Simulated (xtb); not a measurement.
F2H3NSn, SMILES [F][SnH]([NH2])[F]. All values are semi-empirical tight-binding results from xtb (GFN2-xTB unless named), good for trends rather than for accurate numbers. The structure is a stationary point at GFN2-xTB. Other conformers were not sampled.

For metal compounds this method's bond lengths and energies can be far off.

### Question
Estimate the properties. (Estimate from the structure and the level; the computed values follow.)

### Answer

```yaml
point_group_as_xtb_finds_it: Cs
orbital_gap: 4.23 eV
zero_point_energy: 19.9 kcal/mol
G − E(el) at 298.15 K (modified RRHO): -0.2 kcal/mol
```
